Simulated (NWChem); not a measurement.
Species: CH$_{3}$ClMgN$_{2}$

```xyz
8

Mg    -0.0022    -0.2115     0.0000
Cl    -0.0016    -2.4286     0.0000
C      0.0028     2.2006     0.0000
N      0.0017     1.5055    -1.1229
N      0.0017     1.5055     1.1229
H      0.0044     3.3060     0.0000
H      0.0015     2.0293    -1.9879
H      0.0015     2.0293     1.9879
```
Atoms are numbered in this order, from 1.

Computed with NWChem. STO-3G and 3-21G are far too small for this property and stand as cheap habits. The geometry was optimised at PBE0/def2-SVP. GIAO values for the isolated, static molecule; σ is the absolute isotropic shielding, δ = σ(reference) − σ with the isolated reference molecule computed at the same levels (13C: tetramethylsilane, 1H: tetramethylsilane, 15N: ammonia).

```
level                σ Mg1 (ppm)  σ Cl2 (ppm)  δ C3 (ppm)  δ N4 (ppm)  δ H6 (ppm)  δ H7 (ppm)  relative time
-------------------  -----------  -----------  ----------  ----------  ----------  ----------  -------------
Hartree-Fock/STO-3G        527.1       1217.8       159.2        94.7        7.31        4.59              1
BHandHLYP/pcSseg-1         516.8       1095.5       183.0       150.6        8.39        4.48             10
KT2/pcSseg-1               507.1       1061.7       161.5       146.7        8.22        4.35              7
```

Times are rough ratios from one shared machine.
